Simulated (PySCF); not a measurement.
Cl₄Te, SMILES [Te](Cl)(Cl)(Cl)Cl (connectivity only; charge and spin as stated), charge +1, multiplicity 2.

Coordinates come from a PBE0-D3(BJ)/def2-SVP optimisation. The geometry has at least one imaginary mode, so it is a saddle point at that level. The spin state was assumed, not searched. The isomer is the one that the SMILES or the coordinates give; other isomers of the formula were not compared. The def2 effective core potentials stand for the cores of Te; spin–orbit coupling is left out.

Calculation: PBE0-D3(BJ)/def2-SVP in PySCF.

Frequencies are harmonic and unscaled.

Modes within 1.5 cm⁻¹ of each other (mostly degenerate sets) share a row, with their intensities summed.

```json
[
 {"mode": "1–3", "ν (cm⁻¹)": "39i", "IR (km/mol)": "0.0", "moving atoms (share of kinetic energy)": "Cl 83 %, Te 17 %"},
 {"mode": "4–5", "ν (cm⁻¹)": "81", "IR (km/mol)": "0.0", "moving atoms (share of kinetic energy)": "Cl 100 %"},
 {"mode": "6–9", "ν (cm⁻¹)": "349", "IR (km/mol)": "159.8", "moving atoms (share of kinetic energy)": "Cl 100 %"}
]
```
